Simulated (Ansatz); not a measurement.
CH5AlO3, relaxed with RKS PBE-D4/def2-SVP in the Gaussian-basis code of Ansatz from a rough embedded geometry. The force threshold is 0.03 eV/Å; the program also tests the step.

Total charge 0; spin multiplicity 1. The bonds changed during the relaxation, so this is another structure than the one it started from.

Start:

```xyz
10

O     0.915    0.793   -0.950
C     0.436   -0.063   -0.020
O     1.234    0.105    1.101
O     0.488   -1.372   -0.408
Al   -1.467    0.384    0.430
H     0.393    0.615   -1.846
H     0.956   -0.622    1.794
H     1.445   -1.546   -0.652
H    -2.625   -0.005   -0.671
H    -1.776    1.711    1.222
```

```tsv
step	energy (eV)	largest force (eV/Å)	largest move (Å)
1	-13835.9150	3.441	0.000
2	-13836.4366	1.777	0.200
3	-13836.5382	0.555	0.200
4	-13836.5961	0.250	0.200
5	-13836.6181	0.503	0.195
6	-13836.6483	0.246	0.077
7	-13836.7592	0.462	0.195
8	-13836.8567	0.750	0.195
9	-13836.8996	0.799	0.173
10	-13836.9387	0.262	0.074
11	-13836.9851	2.094	0.165
13	-13837.1918	2.848	0.178
15	-13837.6050	1.163	0.200
17	-13837.7107	0.647	0.184
19	-13837.7597	0.334	0.043
21	-13837.8584	0.823	0.195
23	-13837.8936	0.485	0.033
25	-13837.9137	0.184	0.055
27	-13837.9171	0.273	0.036
29	-13837.9201	0.067	0.004
31 (rejected)	-13837.8676	1.838	0.195
33	-13837.9264	0.272	0.097
35	-13837.9552	1.515	0.198
37	-13838.1635	1.239	0.195
39 (rejected)	-13838.1753	1.020	0.183
41	-13838.2625	0.352	0.006
43	-13838.2684	0.147	0.033
44	-13838.2697	0.025	0.020
```

End:

```xyz
10

O    -0.290    1.534   -1.448
C     0.748   -0.912    0.215
O     1.268   -0.759    1.318
O     1.169   -1.882   -0.633
Al   -0.782    0.251   -0.412
H    -0.900    2.140   -1.897
H    -0.096    0.815    1.672
H     1.913   -2.349   -0.178
H    -2.316   -0.120   -0.176
H    -0.714    1.282    1.540
```

Run time 41 s (4 threads of an Arm Neoverse V2 on a shared host); peak host memory 0.14 GiB.
